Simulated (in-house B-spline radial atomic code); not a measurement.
Excitations of Cl VIII (Cl7+) by several methods

Full response, energies in eV; labels give the largest channel, * marks a mixed state, a dash one above the method's threshold, and an imaginary frequency an unstable closed-shell reference. Computed with an all-electron radial atomic-structure program (B-spline basis): linear response of the closed shell [He] 2s2 2p6 with each method's own kernel (bare exchange for TDHF, static screening on G0W0 levels for BSE, the adiabatic kernel for functionals); non-relativistic, point nucleus, no spin-orbit coupling, no double excitations, S, P, D and F terms only. Only terms of natural parity with L up to 3 were computed.

| method | 2p → 3s 3P | 2p → 3s 1P | 2p → 3p 3S | α (bohr³) |
| --- | --- | --- | --- | --- |
| TDHF | ? | ? | ? | ? |
| BSE on G0W0@HF | 209.65 | 211.39 | 222.38 | 0.05103 |
| LDA VWN5 | 201.71 | 203.06 | 215.10 | 0.05299 |
| PBE | 200.67 | 202.17 | 214.32 | 0.05286 |
| PBE0 | 203.55 | 205.11 | 216.94 | 0.05238 |
| B3LYP (VWN-RPA) | ? | ? | ? | ? |
| CAM-B3LYP | 200.43 | 202.35 | 213.86 | 0.05253 |
| LC-wPBE | 200.01 | 201.49 | 213.79 | 0.05291 |
| wB97X | 204.82 | 206.18 | 217.98 | 0.05226 |
| HSE06 | 203.49 | 205.05 | 216.92 | 0.05241 |
| BHandHLYP | 203.26 | 205.42 | 216.33 | 0.05199 |
| BLYP | 197.97 | 199.96 | 211.55 | 0.05288 |
| PBEsol | 200.97 | 202.44 | 214.47 | 0.05291 |
| BP86 | 201.87 | 203.24 | 215.55 | 0.05273 |
| LDA exchange-only | 200.23 | 201.79 | 213.24 | 0.05323 |
| B97-1 | 203.40 | 204.85 | 216.93 | 0.0524 |
| RPBE | 200.18 | 201.68 | 213.98 | 0.05286 |
| OLYP | 197.76 | 199.71 | 211.58 | 0.05255 |

(1) What does B3LYP (VWN-RPA) give?

(2) What does TDHF give?

## Answers

(1) 2p → 3s 3P: 200.83; 2p → 3s 1P: 202.76; 2p → 3p 3S: 214.25; α: 0.0525 (eV, bohr³).

(2) 2p → 3s 3P: 210.69; 2p → 3s 1P: 212.53; 2p → 3p 3S: 222.86; α: 0.05119 (eV, bohr³).
